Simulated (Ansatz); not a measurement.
B8H13⁻. Total charge -1; singlet. Geometry r2SCAN-D4/def2-SVPD; atoms count from 1.

Cartesian coordinates in Å:
```
B -0.560 -0.179 -1.353
B 0.072 -1.751 -0.665
B 0.902 0.780 0.949
B -0.506 1.783 0.812
B 0.224 1.240 -0.604
B -1.521 1.034 -0.431
B 0.693 -1.342 1.027
B 1.036 -0.345 -0.424
H -0.092 -1.147 1.931
H -2.311 1.731 -1.032
H 0.502 -2.613 -1.388
H -0.635 2.852 1.353
H -0.590 -0.256 -2.559
H 2.146 -0.442 -0.887
H 0.669 2.027 -1.400
H 1.871 1.095 1.591
H -1.141 -1.378 -0.915
H -0.177 0.893 1.742
H 1.646 -2.015 1.354
H -0.268 -2.249 0.466
H -1.958 0.283 0.434
```

The structure comes from a short search, and lower isomers may exist.

Estimate the Mulliken populations from the PBE0/def2-TZVPD orbitals of Ansatz.


| atom | charge (e) |
| --- | --- |
| B1 | -0.49 |
| B2 | 0.60 |
| B3 | 0.01 |
| B4 | 0.45 |
| B5 | -1.35 |
| B6 | 0.47 |
| B7 | -0.70 |
| B8 | 0.51 |
| H9 | -0.07 |
| H10 | -0.18 |
| H11 | -0.10 |
| H12 | -0.06 |
| H13 | -0.10 |
| H14 | -0.14 |
| H15 | -0.05 |
| H16 | -0.10 |
| H17 | 0.18 |
| H18 | 0.11 |
| H19 | -0.09 |
| H20 | 0.21 |
| H21 | -0.12 |
Mulliken values depend strongly on the basis. With diffuse functions, as here, like atoms can get unlike values, and bond orders can come out too low or too high.

And the Mayer bond orders between heavy atoms (over 0.3)?

B1–B5 0.83 (1.79 Å); B1–B7 1.25 (2.93 Å); B2–B7 0.45 (1.85 Å); B2–B8 0.63 (1.72 Å); B3–B4 0.38 (1.73 Å); B3–B5 1.27 (1.76 Å); B3–B6 0.94 (2.80 Å); B3–B8 0.81 (1.78 Å); B4–B5 1.16 (1.68 Å); B4–B6 0.31 (1.77 Å); B5–B6 0.43 (1.77 Å); B5–B8 0.82 (1.79 Å); B6–B8 0.34 (2.91 Å).
